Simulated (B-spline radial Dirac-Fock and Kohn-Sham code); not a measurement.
Photoionisation of zirconium ions at Al Kα (taken as 1486.9 eV)

These are calculated numbers from a radial finite-basis atomic code; the model is the independent-particle Dirac-Slater model, thresholds from Dirac-Fock. Cross sections in kb; a dash marks an empty subshell or a threshold above the photon energy.

```csv
ion,configuration,total,3s,3p1/2,3d5/2,4s,4p3/2
Zr,[Kr] 4d2 5s2,254.8,29.7,36.8,56.6,5.05,9.39
Zr²⁺,[Kr] 4d2,254.7,29.7,36.8,56.6,5.05,9.47
Zr⁴⁺,[Ar] 3d10 4s2 4p6,255.5,29.7,36.9,56.8,5.34,10.4
```
